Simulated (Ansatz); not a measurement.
# A barrier at the coupled-cluster level

Start structure (BHClF3, singlet), relaxed at PBE0-D4/def2-TZVP:

```xyz
6
angstrom
B -0.5203 -0.3895 -0.8001
F 0.4572 -1.2367 -0.5590
F -0.3442 0.5808 -1.6644
F -1.6894 -0.5638 -0.2324
H 1.4999 0.3554 1.6930
Cl 0.5968 1.2539 1.5628
```

The step: BF₃ ([F][B]([F])[F]) + HCl → BClF₂ ([F][B]([F])[Cl]) + HF; bonds formed: B1–Cl6, F2–H5; bonds broken: B1–F2, H5–Cl6. Computed with Ansatz 0.2.0 (basis: def2-TZVPP and def2-QZVPP); correlated methods freeze the cores. Extrapolation: Hartree–Fock as exp(−7.88 √X), correlation as X^−2.97. Energies below are by CCSD(T) at an estimated basis limit (MP2 extrapolated from triple and quadruple zeta, plus CCSD(T) − MP2 in triple zeta).

Task: What are the electronic barrier and the energy of the step, from the start structure to the end structure? (An estimate is asked for; the value comes from the calculation.)

Result: Computed: Barrier 1.391 eV; step energy 0.621 eV (uphill); reverse barrier, their difference, 0.769 eV. Barrier and step energy count from the start structure, the reverse barrier from the end structure.

The saddle point: One imaginary mode of 862i cm⁻¹.
```json
{"pair": "B1–Cl6", "start (Å)": "3.09", "saddle (Å)": "2.02", "end (Å)": "1.75"}
{"pair": "F2–H5", "start (Å)": "2.95", "saddle (Å)": "1.15", "end (Å)": "0.92"}
{"pair": "B1–F2", "start (Å)": "1.32", "saddle (Å)": "1.54", "end (Å)": "2.57"}
{"pair": "H5–Cl6", "start (Å)": "1.28", "saddle (Å)": "1.57", "end (Å)": "3.03"}
```

Zero-point energy (harmonic, PBE0-D4): ZPE is 0.554 eV at the start and 0.529 eV at the saddle, so the barrier goes from 1.391 to 1.366 eV.

T1 diagnostic: at most 0.012.

Labels in which every atom is bracketed show which atoms are joined, not bond orders.

For scale, one of the runs: CCSD(T)/def2-TZVPP, 180 basis functions, launched by `ansatz run in.yaml --threads 4 --pin off --events-out ev --progress --plain --max-ram 9574MiB`. Hardware: 4 CPU threads of an Arm Neoverse V2, shared host. Wall time 13 s; peak host memory 1.3 GiB.
